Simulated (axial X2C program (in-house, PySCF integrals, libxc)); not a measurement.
**Worked dissociation energy of SrP⁺: TPSSh, two-component**

Calculated with an axial X2C code built on PySCF integrals. Two-component (2c) means X2C with spin–orbit coupling and atomic mean-field two-electron Coulomb and Gaunt terms. Basis: Sr dyall-cv3z [13s12p8d5f1g], P dyall-v3z [8s7p2d1f] (cores contracted in-house); Gaussian nuclei, density fitting, unrestricted open shells. Masses: Sr 87.906 u, P 30.974 u.

Molecular state: Ω = 1 (⟨Sz⟩ = 1.00, ⟨Lz⟩ = 0.00 at TPSSh).

```
E(Sr+) (2M_J = 1) : -3177.778886 hartree
E(P) (2M_J = 3)   : -342.065280 hartree
E(SrP⁺) at Re     : -3519.908112 hartree
ωe                : 271.7 cm⁻¹
ωexe              : 0.904 cm⁻¹
```

(1) Work out De and D0.

The state is one determinant whose occupation by symmetry is held fixed; it was picked as the lowest of a PBE0 search that is not exhaustive. De is counted from the lowest determinant-based energies of the atoms at the same level, without counterpoise correction. Density functionals use the spin component along the axis (collinear). PBE0 can misorder states that lie within some tenths of an eV, so this need not be the ground state of the molecule. The nearest other 2c determinant of the search, Ω = 2, lies 0.75 eV up at the distance of the search. With several unpaired electrons one determinant need not be a pure state. Open-shell Ω = 0 determinants with evenly filled partner blocks cannot be reached by this program, so the Ω shown need not be the lowest component. This is the Ω = 1 component of a π² triplet; the 0⁺ component is not one determinant and can lie lowest.

Each atomic determinant is the lowest at this level and need not be a pure J level. Totals compare only within one Hamiltonian and basis.

## Answers

(1) De = -3177.778886 + (-342.065280) − (-3519.908112) = 0.06395 hartree = 1.740 eV. The zero-point energy is ωe/2 − ωexe/4 = 136 cm⁻¹ = 0.017 eV, so D0 = 1.723 eV.
